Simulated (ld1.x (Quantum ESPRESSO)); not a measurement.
thulium (Tm): TM pseudisation with Wu–Cohen, scalar-relativistic reference atom.

The input file (ld1.x (Quantum ESPRESSO) 7.5):

```
&input
   title='Tm', zed=69., rel=1, dft='WC', iswitch=3,
   config='[Xe] 4f13 5d0 6s1.5 6p0',
   nld=3, rlderiv=3.65, eminld=-6.0, emaxld=5.0, deld=0.02
 /
 &inputp
   pseudotype=2, tm=.true., lloc=-1, rcloc=2.75,
   nlcc=.false.,
   file_pseudopw='Tm.UPF', file_wfcaegen='ae.wfc', file_wfcncgen='nc.wfc', file_beta='beta', file_chi='chi'
 /
3
5S  1  0   2.00   0.00  1.60  1.60  0.0
5P  2  1   6.00   0.00  1.65  1.65  0.0
5D  3  2   0.00   0.00  3.35  3.35  0.0
 &test
   configts(1)='5s2 5p6 5d0 6s1.5 6p0'
 /
```

Command:

```bash
ld1.x < Tm.in > Tm.out
```

Output (shortened: banner, matrices, multipoles, cross overlaps and the repeated all-electron block are left out):

```
Program LD1 v.7.5
     --------------------------- All-electron run ----------------------------

     Tm
     scalar relativistic calculation

     atomic number is 69.00
     dft =WC   lsd =0 sic =0 latt =0  beta=0.20 tr2=1.0E-14
     Exchange-correlation= WC
                           (   1   4  11   4   0   0   0)
     mesh =1269 r(mesh) = 101.07810 a.u. xmin = -7.00 dx = 0.01250
     1 Ry =  13.60569312 eV, c = 137.03599908

     n l     nl                  e(Ry)          e(Ha)          e(eV)
     1 0     1S 1( 2.00)     -4357.6933     -2178.8466    -59289.4375
     2 0     2S 1( 2.00)      -735.3897      -367.6949    -10005.4869
     2 1     2P 1( 6.00)      -649.3650      -324.6825     -8835.0607
     3 0     3S 1( 2.00)      -165.4420       -82.7210     -2250.9526
     3 1     3P 1( 6.00)      -139.3954       -69.6977     -1896.5713
     4 0     4S 1( 2.00)       -32.7645       -16.3822      -445.7835
     4 1     4P 1( 6.00)       -24.2058       -12.1029      -329.3371
     3 2     3D 1(10.00)      -107.2286       -53.6143     -1458.9189
     5 0     5S 1( 2.00)        -4.1620        -2.0810       -56.6268
     5 1     5P 1( 6.00)        -2.2156        -1.1078       -30.1450
     4 2     4D 1(10.00)       -12.8419        -6.4210      -174.7235
     4 3     4F 1(13.00)        -0.4634        -0.2317        -6.3053
     5 2     5D 1( 0.00)        -0.2597        -0.1299        -3.5335
     6 0     6S 1( 1.50)        -0.4731        -0.2366        -6.4369
     6 1     6P 1( 0.00)        -0.2330        -0.1165        -3.1702

     final scf error:  6.2E-15 reached in  37 iterations

     Etot =  -27132.661163 Ry,  -13566.330582 Ha, -369158.661400 eV

     Ekin =   29494.771561 Ry,   14747.385780 Ha,  401296.810586 eV
     Encl =  -66679.692327 Ry,  -33339.846164 Ha, -907223.431339 eV
     Eh   =   10620.295900 Ry,    5310.147950 Ha,  144496.486889 eV
     Exc  =    -568.036297 Ry,    -284.018148 Ha,   -7728.527536 eV

     normalization and overlap integrals

     s(1S/1S) =  1.000000  <r> =   0.0200  <r2> =    0.0005  r(max) =   0.0126
     s(2S/2S) =  1.000000  <r> =   0.0849  <r2> =    0.0085  r(max) =   0.0718
     s(2P/2P) =  1.000000  <r> =   0.0754  <r2> =    0.0069  r(max) =   0.0588
     s(3S/3S) =  1.000000  <r> =   0.2210  <r2> =    0.0558  r(max) =   0.2026
     s(3P/3P) =  1.000000  <r> =   0.2203  <r2> =    0.0563  r(max) =   0.2001
     s(4S/4S) =  1.000000  <r> =   0.4978  <r2> =    0.2799  r(max) =   0.4623
     s(4P/4P) =  1.000000  <r> =   0.5285  <r2> =    0.3179  r(max) =   0.4860
     s(3D/3D) =  1.000000  <r> =   0.1999  <r2> =    0.0469  r(max) =   0.1638
     s(5S/5S) =  1.000000  <r> =   1.2302  <r2> =    1.7067  r(max) =   1.0952
     s(5P/5P) =  1.000000  <r> =   1.4722  <r2> =    2.4759  r(max) =   1.2566
     s(4D/4D) =  1.000000  <r> =   0.5717  <r2> =    0.3797  r(max) =   0.4983
     s(4F/4F) =  1.000000  <r> =   0.8085  <r2> =    0.9152  r(max) =   0.4983
     s(5D/5D) =  1.000000  <r> =   3.0867  <r2> =   11.9393  r(max) =   2.0206
     s(6S/6S) =  1.000000  <r> =   3.7391  <r2> =   15.8408  r(max) =   3.2088
     s(6P/6P) =  1.000000  <r> =   5.1138  <r2> =   29.8196  r(max) =   4.2776

     ------------------------ End of All-electron run ------------------------

     --------------------- Generating NC pseudopotential ---------------------

      Generating local potential from pseudized AE potential:
      Matching radius rcloc =   2.7500

      Local pseudo, rcloc= 2.762 Estimated cut-off energy=     3.14 Ry

      Wfc   5S  rcut= 1.593  Using Troullier-Martins method

      Wfc   5P  rcut= 1.634  Using Troullier-Martins method

      Wfc   5D  rcut= 3.373  Using Troullier-Martins method

     ------------------- End of pseudopotential generation -------------------

     Computing logarithmic derivative in   3.65890

       Warning: n=1, l=0 expected 0 nodes, found 1
       Setting wfc to zero for this iteration
       (This warning will only be printed once per wavefunction)

     Computing logarithmic derivative in   3.65890
     Computing the partial wave expansion
     R is outside the sphere for l=    0 j= 0.00
     R is outside the sphere for l=    1 j= 0.00
     R is outside the sphere for l=    2 j= 0.00

     ---------------------- Testing the pseudopotential ----------------------

     Tm
     scalar relativistic calculation

     atomic number is 69.00   valence charge is 10.00
     dft =WC   lsd =0 sic =0 latt =0  beta=0.20 tr2=1.0E-14
     mesh =1269 r(mesh) = 101.07810 xmin = -7.00 dx = 0.01250

     n l     nl             e AE (Ry)        e PS (Ry)    De AE-PS (Ry)
     1 0     5S   1( 2.00)       -4.16199       -4.16200        0.00001
     2 1     5P   1( 6.00)       -2.21562       -2.21563        0.00001
     3 2     5D   1( 0.00)       -0.25971       -0.25971       -0.00000
     2 0     6S   1( 1.50)       -0.47311       -0.50033        0.02722  !
     3 1     6P   1( 0.00)       -0.23301       -0.23082       -0.00218

     eps = 7.9E-15  iter = 15

     Etot =  -27132.661163 Ry,  -13566.330582 Ha, -369158.661400 eV
     Etotps =   -68.923090 Ry,     -34.461545 Ha,    -937.746407 eV

     Ekin =      20.077794 Ry,      10.038897 Ha,     273.172310 eV
     Encl =    -117.714151 Ry,     -58.857075 Ha,   -1601.582613 eV
     Ehrt =      49.208530 Ry,      24.604265 Ha,     669.516164 eV
     Ecxc =      -8.764378 Ry,      -4.382189 Ha,    -119.245441 eV
     Epseu=     -11.730885 Ry,      -5.865443 Ha,    -159.606826 eV

     ---------------------- End of pseudopotential test ----------------------
```

Generation and configuration tests took about 3 s on one core of a shared server CPU.
